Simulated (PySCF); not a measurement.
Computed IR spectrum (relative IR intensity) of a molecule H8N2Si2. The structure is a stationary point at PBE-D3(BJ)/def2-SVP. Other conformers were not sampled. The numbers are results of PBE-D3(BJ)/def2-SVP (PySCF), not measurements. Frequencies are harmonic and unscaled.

Lines under 2 % of the strongest are left out, and lines within 2 cm⁻¹ are merged.

| ν (cm⁻¹) | relative intensity |
|---|---|
| 277 | 4.7 |
| 293 | 29 |
| 404 | 15 |
| 415 | 2.2 |
| 451 | 99 |
| 500 | 48 |
| 549 | 11 |
| 656 | 16 |
| 690 | 11 |
| 729 | 21 |
| 757 | 31 |
| 800 | 88 |
| 830 | 30 |
| 880 | 100 |
| 915 | 6.8 |
| 924 | 33 |
| 960 | 50 |
| 1480 | 21 |
| 1502 | 12 |
| 2066 | 72 |
| 2090 | 100 |
| 2139 | 57 |
| 2157 | 58 |
| 3450 | 13 |
| 3457 | 4.9 |
| 3549 | 8.9 |
| 3565 | 19 |

### Question
Pick the molecule that these values belong to.
(A) N[SiH2]N[SiH3]
(B) N[SiH2][SiH2]N
(C) N[SiH](N)[SiH3]

### Answer
B, N[SiH2][SiH2]N
